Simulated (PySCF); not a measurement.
# HoB: frontier orbitals

LDA at R = 2.351 Å; Ho x2c-SVPall, B x2c-SVPall; spin-free X2C with a Gaussian nucleus (PySCF 2.14). State: septet, about 10.8 electrons in the 4f shell (Mulliken), real f orbitals that mix terms. Only the outer orbitals are listed, counted within each symmetry.

```tsv
spin	orbital	occ.	ε (eV)	on Ho (%)	main shells (%)
α	8π	1	-3.43	37	63 B p, 31 Ho d
α	8π	1	-3.37	39	61 B p, 32 Ho d
α	16σ	0	-2.86	57	41 B p, 33 Ho d, 20 Ho s
α	4δ	0	-1.45	100	100 Ho d
α	4δ	0	-1.44	100	100 Ho d
β	15σ	1	-2.69	97	93 Ho f
β	1φ	1	-2.67	100	100 Ho f
β	3δ	1	-2.66	100	100 Ho f
β	7π	1	-2.65	94	93 Ho f
β	14σ	0	-3.09	80	69 Ho s, 12 B p, 10 Ho p
β	7π	0	-2.29	82	75 Ho f, 18 B p
β	1φ	0	-2.19	94	90 Ho f
```

**Question.** Which are the highest filled and the lowest empty level, where do they sit, and how wide is the gap?

**Answer.** Highest filled β 7π at -2.65 eV (in %: 93 Ho f); lowest empty β 14σ at -3.09 eV (in %: 69 Ho s, 12 B p, 10 Ho p); the gap at LDA is -0.44 eV.

The bond order (Mayer) is 2.09, the ⟨S²⟩ is 12.018 and the charge on Ho (Mulliken, basis-dependent) is 0.23. The charge on Ho (Löwdin, basis-dependent) is 0.16. The dipole moment (positive dipole means Ho(−)B(+)) is -5.17 D.

Spin–orbit coupling is left out. Counting both spins, an empty level lies below a filled one in this solution, because spin and occupation are held. The state is the lowest single determinant that the PBE0 search found; with open d or f shells the true ground state can be another one.
